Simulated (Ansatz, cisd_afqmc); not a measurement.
System: S, charge -1, doublet.

Total energies in aug-cc-pV(T+d)Z, 7 correlated electrons, 5 frozen orbitals. Radicals and triplets start from unrestricted determinants; spin-orbit coupling is neglected. Cores are frozen in correlated methods. No relativity. AFQMC/CISD: phaseless, guided by CISD from CCSD amplitudes; bars are statistical, one sigma. Outlying blocks are dropped, and bars are widened where a walk drifts. Over all cases where full CI ran beside it in this data, AFQMC minus full CI had a median of +0.1 mEh and passed +0.4 mEh in a tenth of the cases.

| method | program | energy (Eh) | minus CCSDTQ (mEh) |
|---|---|---|---|
| HF | Ansatz | -397.54265 | 187.57 |
| MP2 | Ansatz | -397.69988 | 30.34 |
| CCSD | Ansatz | -397.72065 | 9.57 |
| CCSD(T) | Ansatz | -397.72887 | 1.35 |
| CCSDT(Q) | Ansatz | -397.73019 | 0.03 |
| CCSDTQ | Ansatz | -397.73022 | 0.00 |
| AFQMC/CISD | cisd_afqmc | -397.7294 ± 0.0002 | 0.8 ± 0.2 |

Ansatz is a quantum-chemistry and plane-wave program.
